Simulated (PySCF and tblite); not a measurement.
The numbers below are computed, except where a source is named.
4 diastereomers of C2H11ClF2Si5, numbered alike:

```tsv
isomer	SMILES	descriptors (one enantiomer)
A	[CH3:1][Si@:2]1([F:3])[Si@H:4]([SiH3:5])[Si@@:6]([CH3:7])([F:8])[Si@H:9]1[Cl:10]	2S, 4s, 6R, 9s
B	[CH3:1][Si@@:2]1([F:3])[Si@H:4]([SiH3:5])[Si@:6]([CH3:7])([F:8])[Si@@H:9]1[Cl:10]	2R, 4r, 6S, 9s
C	[CH3:1][Si@@:2]1([F:3])[Si@H:4]([SiH3:5])[Si@@:6]([CH3:7])([F:8])[Si@@H:9]1[Cl:10]	2R, 4S, 6R, 9S
D	[CH3:1][Si@:2]1([F:3])[Si@@H:4]([SiH3:5])[Si@@:6]([CH3:7])([F:8])[Si@@H:9]1[Cl:10]	2S, 4r, 6R, 9r
```

Each isomer is a Boltzmann average at 298.15 K over at most 6 conformers: GFN2-xTB geometries, energies CAM-B3LYP/6-31G* (D3(BJ) added where defined), GFN2-xTB thermal terms. Programs: PySCF with density fitting and tblite.

(1) Rank the isomers by free energy at 298.15 K.

(2) If they could interconvert freely, what would the mixture hold (chiral isomers as racemates)?

GFN2-xTB leaves a saturated small ring flat here that puckers in reality.

Results:

(1) 
```csv
isomer,ΔG (kcal/mol),"ΔE, lowest conformer",conformers,largest weight %,rms dipole (D)
C,0.0,0.0,1,100,1.80
D,0.4,0.6,1,100,1.98
A,1.0,0.9,1,100,4.05
B,1.4,1.4,1,100,4.35
```

ΔG is for one enantiomer.

(2) C 72 %, D 18 %, A 6 %, B 3 %. A racemate gains RT ln 2.
